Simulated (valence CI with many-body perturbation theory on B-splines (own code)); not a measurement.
## Os3+ in three bases

Calculated by valence CI with perturbative core correlation (CI+MBPT): five valence electrons over a frozen Dirac-Fock core [Xe] 4f14, radial functions for each j: 7 s, 7 p, 8 d, 6 f, 4 g, 1 h, with the one-electron correlation potential Σ1 (screened to all orders), the two-electron term Σ2, the three-electron term Σ3, Breit, model QED; selected single and double excitations, second order for the rest, scaled by the run's own slope (own B-spline code, finite nucleus).

No measured spectrum was set against this ion. As an estimate, terms of the open shell hold to 2 to 4 % of their energy, and close levels can change places; different configurations can be misplaced against each other by 1,000 to 8,000 cm⁻¹. Among the levels kept, up to 2800 cm⁻¹ of a level comes from second order outside the variational space, and about a tenth of that is noise between levels of different J, which matters for small intervals. Only levels of the ground parity were solved; by the run's estimate the other parity begins above the list, which can be wrong where configurations are misplaced.

The reference run has the lowest level 5d5 6S_5/2 and an ionisation energy of 41.5406 eV. Its largest variational space holds 19999 state functions.

Names give the largest LS component (configuration and term), which can be under half, so a name can repeat, a term be missing and a line seem to break the LS rules; names also repeat where a configuration has a term twice. Letters in brackets count levels of one name in rising energy.

Changed runs:
A. basis 6 s, 6 p, 5 d, 5 f, 1 g
B. basis 5 s, 5 p, 4 d, 4 f

Excitation energies of the reference run in cm⁻¹, and shifts in cm⁻¹:

| Level | Reference | A | B |
| --- | --- | --- | --- |
| 5d5 4G_5/2 [a] | 16450 | +407 | +1549 |
| 5d5 4G_7/2 | 20464 | +341 | +1602 |
| 5d5 4D_3/2 [a] | 21077 | +332 | +1353 |
| 5d5 4G_5/2 [b] | 21567 | +307 | +1393 |
| 5d5 4G_11/2 | 21591 | +349 | +1631 |
| 5d5 4G_9/2 | 22221 | +322 | +1592 |
| 5d5 4P_1/2 | 23361 | +324 | +1251 |
| 5d5 4D_7/2 | 26299 | +294 | +1654 |
| 5d5 4D_5/2 | 27996 | +366 | +1610 |
| 5d5 4D_1/2 | 29267 | +281 | +1406 |
| 5d5 4D_3/2 [b] | 30431 | +315 | +1379 |
| 5d5 2I_11/2 | 31035 | +497 | +2234 |
| Ionisation energy (eV) | 41.5406 | -0.0589 | -0.0696 |
